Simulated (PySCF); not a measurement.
Several structures and their simulated spectra, in scrambled order.

A. `COc1[pH]c(C)c(C)c1F`
B. SMILES [SiH3]N([SiH3])P1CCC1
C. `C=C/C=C(/C#N)C=C`

Spectrum 1. $^{13}$C{$^{1}$H} NMR (computed): δ 151.0 (CH), 138.3 (CH), 134.8 (CH), 134.2 (CH2), 130.1 (CH2), 123.2 (C), 119.4 (C).

Spectrum 2. $^{13}$C{$^{1}$H} NMR (computed): δ 152.1 (C), 151.9 (C), 147.1 (C), 123.3 (C), 60.2 (CH3), 16.3 (CH3), 13.7 (CH3).

Spectrum 3. $^{13}$C{$^{1}$H} NMR (computed): δ 31.5 (CH2), 20.6 (CH2).

Theoretical values (PySCF): GIAO PBE0/pcSseg-1 shieldings, geometry from GFN2-xTB. No solvent model, relativity neglected, rapidly exchanging positions averaged, single conformer.

Referencing at the same level of theory: TMS for $^{13}$C (186.93 ppm). Splittings of carbon signals by F and P are missing where no couplings were computed. Shifts are as computed. Against solution values, carbons near 30 ppm lie about +3 ppm off and those near 130 ppm about +5 ppm. Of 1211 compounds with measured shifts, 218 miss one by over three times the rms of a fit or turn the order of signals round; such compounds aren't used in these exercises.

Problem. Which spectrum belongs to which compound?

Solution. 1–C, 2–A, 3–B.

- Spectrum 1 (C): 7 $^{13}$C signals; δC 151.0 is an alkene CH; δC 138.3 is an alkene CH.
- Spectrum 2 (A): 7 $^{13}$C signals; δC 60.2 is a methyl carbon bonded to O; δC 16.3 is a methyl carbon on an unsaturated ring.
- Spectrum 3 (B): 2 $^{13}$C signals; δC 20.6 is an sp3 CH2 in a ring; δC 31.5 is an sp3 CH2 bonded to P.
